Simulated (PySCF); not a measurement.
Isomers of C3H11FOSi2, from PBE0-D3(BJ)/def2-SVP geometry optimisation, gas phase in PySCF 2.14.0. One conformer each, no zero-point energy, no frequencies.

Task: Which isomer lies lowest at this level?
A. `[CH3:1][O:2][Si@@H:3]([F:4])[CH2:5][CH2:6][SiH3:7]` with C1–O2–Si3–F4 64°, O2–Si3–C5–C6 175°, Si3–C5–C6–Si7 62°: A = 4188, B = 819.9, C = 722.8 MHz, dipole 1.92 D
B. `[CH3:1][Si:2]([CH3:3])([CH2:4][F:5])[O:6][SiH3:7]` with C1–Si2–C4–F5 -171°, C1–Si2–O6–Si7 159°: A = 1961, B = 1317, C = 1067 MHz, dipole 2.22 D
C. `[CH3:1][CH:2]([CH3:3])[SiH2:4][O:5][SiH2:6][F:7]` with C1–C2–Si4–O5 179°, C2–Si4–O5–Si6 6°, Si4–O5–Si6–F7 1°: A = 3043, B = 964.7, C = 779.8 MHz, dipole 0.73 D
D. `[CH3:1][CH2:2][C@H:3]([F:4])[SiH2:5][O:6][SiH3:7]` with C1–C2–C3–F4 -56°, C2–C3–Si5–O6 66°, C3–Si5–O6–Si7 45°: A = 2437, B = 1082, C = 913.1 MHz, dipole 1.57 D

Result: C. That is `CC(C)[SiH2]O[SiH2]F`, 33.4 kcal/mol below the next.

```
                 SMILES                                       mapped SMILES      E (Eh)  relative (kcal/mol)  relative (kJ/mol)  dipole (D)
    CC(C)[SiH2]O[SiH2]F    [CH3:1][CH:2]([CH3:3])[SiH2:4][O:5][SiH2:6][F:7]  -874.17778                  0.0                0.0        0.73
    C[Si](C)(CF)O[SiH3]   [CH3:1][Si:2]([CH3:3])([CH2:4][F:5])[O:6][SiH3:7]  -874.12459                 33.4              139.7        2.22
   CO[Si@@H](F)CC[SiH3]  [CH3:1][O:2][Si@@H:3]([F:4])[CH2:5][CH2:6][SiH3:7]  -874.12439                 33.5              140.2        1.92
CC[C@H](F)[SiH2]O[SiH3]   [CH3:1][CH2:2][C@H:3]([F:4])[SiH2:5][O:6][SiH3:7]  -874.09649                 51.0              213.4        1.57
```

As drawn, the lowest has an Si–F bond, which the highest lacks.
